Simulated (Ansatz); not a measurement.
Gas-phase electronic energies from Ansatz, PBE0-D4/def2-TZVP geometries. CCSD(T)/CBS adds triple-zeta CCSD(T) − MP2 to the extrapolated MP2 energy (def2 sets, frozen cores). This one scheme is used for every species. DFT in def2-TZVPP. One conformer a species, not always the lowest.

`B[SiH](O)[SiH3]` + `O[SiH3]` → `O[SiH]([SiH3])O[SiH3]` + BH₃  (cleavage of the Si–B bond)

| level | ΔE (kcal/mol) | difference from CCSD(T)/CBS |
| --- | --- | --- |
| LDA (SPW92) | -26.5 | 6.8 |
| B97M-V | -30.7 | 2.6 |
| PBE | -25.6 | 7.7 |
| BLYP | -29.6 | 3.7 |
| r2SCAN | -30.7 | 2.6 |
| PBE0 | -28.3 | 5.0 |
| r2SCAN0 | -32.0 | 1.3 |
| MP2/def2-SVP | -33.4 | -0.1 |
| MP2/def2-QZVPP | -35.3 | -2.0 |
| CCSD/CBS(def2) | -33.9 | -0.6 |
| CCSD(T)/CBS | -33.3 | 0 |

(1) What do rigid-rotor, harmonic-oscillator terms from PBE0-D4/def2-TZVP frequencies (298.15 K, 1 bar) make of the CCSD(T)/CBS value? (An estimate is asked.)

Largest T1 diagnostic among the species: 0.014.

## Answers

(1) Computed: ΔZPE = -1.0 kcal/mol, ΔH = -33.9 kcal/mol, ΔS = -11 J/(mol·K), ΔG = -33.1 kcal/mol. Modes under 50 cm⁻¹ make the entropy rough.

At CCSD(T), def2-SVP lies +1.7 kcal/mol from the extrapolated value and def2-TZVPP +0.1 kcal/mol. From r2SCAN to r2SCAN0 (25 % exact exchange), in def2-TZVPP and without D4, ΔE moves by −1.3 kcal/mol.
